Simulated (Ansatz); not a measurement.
Relaxation of CH3OSb (6 atoms, charge 0, multiplicity 1), to a largest force component of 0.02 eV/Å in at most 40 steps.

Level of theory: RHF/def2-SVP (Ansatz).

```xyz
6
Properties=species:S:1:pos:R:3
C 0.579 0.029 -2.793
O -0.064 0.229 -1.895
Sb -0.657 -0.404 0.776
H 1.011 -0.633 0.624
H -0.491 -0.478 2.457
H -0.378 1.258 0.832
```

Problem. Where does it end, and by what steps?

Solution. It converged. The force dipped under the threshold on the way, but the program's further checks kept it going. After 18 steps the energy has fallen by 0.311 eV; C1 moved furthest, 0.71 Å.

```json
{"step": "0", "energy less start (eV)": "0.0000", "largest force component (eV/Å)": "2.395", "accepted": "yes"}
{"step": "1", "energy less start (eV)": "-0.2117", "largest force component (eV/Å)": "0.523", "accepted": "yes"}
{"step": "2", "energy less start (eV)": "-0.2856", "largest force component (eV/Å)": "0.267", "accepted": "yes"}
{"step": "3", "energy less start (eV)": "-0.2884", "largest force component (eV/Å)": "1.458", "accepted": "yes"}
{"step": "4", "energy less start (eV)": "-0.3037", "largest force component (eV/Å)": "0.068", "accepted": "yes"}
{"step": "5", "energy less start (eV)": "-0.3039", "largest force component (eV/Å)": "0.516", "accepted": "yes"}
{"step": "6", "energy less start (eV)": "-0.3057", "largest force component (eV/Å)": "0.432", "accepted": "yes"}
{"step": "7", "energy less start (eV)": "-0.2953", "largest force component (eV/Å)": "1.398", "accepted": "no"}
{"step": "8", "energy less start (eV)": "-0.3081", "largest force component (eV/Å)": "0.047", "accepted": "yes"}
{"step": "9", "energy less start (eV)": "-0.3087", "largest force component (eV/Å)": "0.084", "accepted": "yes"}
{"step": "10", "energy less start (eV)": "-0.2992", "largest force component (eV/Å)": "1.329", "accepted": "no"}
{"step": "11", "energy less start (eV)": "-0.3095", "largest force component (eV/Å)": "0.007", "accepted": "yes"}
{"step": "12", "energy less start (eV)": "-0.3098", "largest force component (eV/Å)": "0.146", "accepted": "yes"}
{"step": "13", "energy less start (eV)": "-0.3071", "largest force component (eV/Å)": "0.637", "accepted": "no"}
{"step": "14", "energy less start (eV)": "-0.3102", "largest force component (eV/Å)": "0.011", "accepted": "yes"}
{"step": "15", "energy less start (eV)": "-0.3092", "largest force component (eV/Å)": "0.560", "accepted": "no"}
{"step": "16", "energy less start (eV)": "-0.3103", "largest force component (eV/Å)": "0.139", "accepted": "yes"}
{"step": "17", "energy less start (eV)": "-0.3104", "largest force component (eV/Å)": "0.234", "accepted": "yes"}
{"step": "18", "energy less start (eV)": "-0.3106", "largest force component (eV/Å)": "0.004", "accepted": "yes"}
```

```xyz
6
Properties=species:S:1:pos:R:3
C 0.683 0.234 -3.466
O 0.152 0.224 -2.494
Sb -0.742 -0.459 1.220
H 0.873 -0.813 0.827
H -0.429 -0.401 2.892
H -0.537 1.216 1.022
```

Run time: 24 s on 1 thread of Intel(R) Xeon(R) Platinum 8488C (Sapphire Rapids) (shared host), peak memory 0.14 GiB.
